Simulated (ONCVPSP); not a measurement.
# Pseudopotential generation for K (Z = 19): ONCV, PBE, scalar-relativistic.

| Property | Result |
| --- | --- |
| Element | potassium (K) |
| Generator | ONCVPSP 4.0.1 |
| Type | optimised norm-conserving Vanderbilt (ONCV) |
| Functional | PBE |
| Relativity | scalar-relativistic |
| Frozen core | [Ar] |
| Valence charge | 1 |
| Reference configuration | 4s1 |
| Partial waves | 4s: rc 4.00 bohr, ncon 5, nbas 10, qcut 2 1/bohr, 2 projectors, debl 3.4 Ha; p scattering state at 0.27 Ha: rc 3.30 bohr, ncon 3, nbas 7, qcut 2.4 1/bohr, 3 projectors, debl 1.5 Ha; d scattering state at 0.18 Ha: rc 3.60 bohr, ncon 3, nbas 7, qcut 2.6 1/bohr, 2 projectors, debl 4 Ha |
| Local potential | polynomial inside 3.30 bohr (lpopt 5, dvloc0 6 Ha) |
| Core correction | none |

Results:

```
Cutoffs needed      : 1.2 Ha and 1.9 Ha (the cutoffs (Ha) at which the residual kinetic energy of the hardest occupied pseudo-wave falls to 1 and 0.1 mHa per electron) The cutoffs count occupied waves only; projector 2 of the d channel, the hardest unoccupied one, needs 53 Ha at the loose tolerance.
Ghost test          : ghosts flagged at negative energy: s at -253.1 eV; GHOST(+) flagged for d at 4.0 eV, s at 98.0 eV, d at 372.4 eV; a true bound ghost makes a file unfit for plane-wave use
Configuration tests : 1 of 2 tests not solved or not reliable
```

Generation and tests took about 3.6 s on one core of a shared server CPU.
